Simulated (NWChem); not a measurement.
GaH₃O; SMILES [OH][GaH2]

Computed with NWChem. All runs use the structure optimised with PBE-D3(BJ)/def2-SVP. Vertical excitations in the gas phase.

Problem. What does the run give for Hartree-Fock/aug-cc-pVDZ, CIS? Quantities: lowest excitation, singlet (eV); oscillator strength of that lowest state; lowest state with f > 0.02, singlet (eV); oscillator strength of that bright state; lowest triplet (eV); orbital gap (eV).

Solution. 
| Item | Value |
|---|---|
| lowest excitation, singlet (eV) | 6.81 |
| oscillator strength of that lowest state | 0.000 |
| lowest state with f > 0.02, singlet (eV) | 8.16 |
| oscillator strength of that bright state | 0.031 |
| lowest triplet (eV) | 5.96 |
| orbital gap (eV) | 12.48 |
